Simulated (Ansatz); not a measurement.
C2H2S, SMILES `C#CS` (charge 0, multiplicity 1).

The numbers are results of frozen-core CCSD(T)/cc-pV5Z // PBE0-D3(BJ)/def2-TZVP run with Ansatz (an electronic-structure program), not measurements.

Ansatz 0.2 input:
```yaml
crystal:
  periodic: [false, false, false]
  atoms:
    - { symbol: C, position_ang: [1.240689, 0.104354, -0.183449] }
    - { symbol: C, position_ang: [0.083304, -0.192774, -0.326977] }
    - { symbol: S, position_ang: [-1.48886, -0.73995, -0.548616] }
    - { symbol: H, position_ang: [2.260462, 0.379798, -0.054447] }
    - { symbol: H, position_ang: [-2.0956, 0.448568, -0.374122] }
basis:
  gaussian: { orbitals: cc-pV5Z }
correlation:
  method: ccsd_t
```

Output:

```
Functional definition: HF
2468 factors; integrals over basis functions are off by at most 9.9e-4 eV
mean field evaluation 1: about -12906.8272 eV, gradient 2.9e1 eV
mean field evaluation 2: about -12906.8283 eV, gradient 2.9e1 eV
mean field evaluation 4: about -12909.2886 eV, gradient 3.6e0 eV
mean field evaluation 8: about -12909.3437 eV, gradient 3.5e-1 eV
mean field evaluation 16: about -12909.2876 eV, gradient 3.6e0 eV
mean field -12909.34462810 eV, -474.4096648148 hartree, gradient 2.0e-6 eV, S^2 0.000000; 0 other end points of the search recorded, 0 dependent functions left out
7 core orbitals not correlated
reference -12909.34462810 eV, -474.4096648148 hartree; 8, 8 occupied and 372, 372 virtual orbitals, 2468 factors
second order -14.33574431 eV of doubles, -0.00000000 eV of singles
cycle   1  -14.17192461 eV  change    1.6e-1 eV  update   9.3e-2
cycle   2  -14.59669861 eV  change   -4.2e-1 eV  update   2.9e-2
cycle   3  -14.68470991 eV  change   -8.8e-2 eV  update   1.4e-2
cycle   4  -14.68170868 eV  change    3.0e-3 eV  update   3.8e-3
cycle   5  -14.68366614 eV  change   -2.0e-3 eV  update   1.6e-3
cycle   6  -14.68408508 eV  change   -4.2e-4 eV  update   4.2e-4
cycle   7  -14.68402214 eV  change    6.3e-5 eV  update   1.6e-4
cycle   8  -14.68403989 eV  change   -1.8e-5 eV  update   6.4e-5
cycle   9  -14.68404753 eV  change   -7.6e-6 eV  update   2.5e-5
cycle  10  -14.68402911 eV  change    1.8e-5 eV  update   8.5e-6
perturbative correction -0.82044579 eV, -0.0301508265 hartree
Total energy: -12924.84910300 eV, -474.9794437580 hartree
```
